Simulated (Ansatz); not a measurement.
Molecule: CH6BN2O, charge 0, multiplicity 2. It need not be the lowest isomer of its formula. SMILES: COB([NH])N
Structure (B3LYP-D3(BJ)/def2-TZVP (Ansatz, a quantum-chemistry and plane-wave program) minimum search):
```xyz
11

C      1.8697    -0.3567    -0.0926
O      0.5269    -0.6532    -0.4438
B     -0.5216     0.0996     0.0330
N     -0.3073     1.1660     1.0088
N     -1.8248    -0.2401    -0.3807
H      2.1889     0.6015    -0.5137
H      2.4987    -1.1436    -0.5063
H      2.0025    -0.3267     0.9915
H      0.0537     2.0394     0.6224
H     -1.9957    -0.9922    -1.0254
H     -2.6486     0.2081    -0.0240
```
Charge 0, spin multiplicity 2.

Property: atomisation energy (electronic, to ground-state atoms), in kJ/mol. Valence correlation only, unless marked. UHF or UKS for open shells. Spin-orbit coupling is left out. Non-relativistic unless marked X2C. The coupled-cluster limit lacks core correlation, which all-electron functionals hold. Basis-set limits of correlation are two-point, X^-3; Hartree-Fock from the larger set.

```json
[
 {"level": "SVWN5/def2-TZVPD", "program": "Ansatz", "atomisation energy (kJ/mol)": "4880.7"},
 {"level": "PBE-D3(BJ)/def2-TZVPD", "program": "Ansatz + dftd3", "atomisation energy (kJ/mol)": "4347.1"},
 {"level": "revPBE-D4/def2-TZVPD", "program": "Ansatz + dftd4", "atomisation energy (kJ/mol)": "4225.9"},
 {"level": "r2SCAN-D4/def2-TZVPD", "program": "Ansatz + dftd4", "atomisation energy (kJ/mol)": "4237.1"}
]
```

Q: Predict the CCSD(T)/CBS(cc-pVTZ,cc-pVQZ) result (Ansatz).

A: 4208.6 kJ/mol, so r2SCAN-D4/def2-TZVPD differs from it by 28.5 kJ/mol.
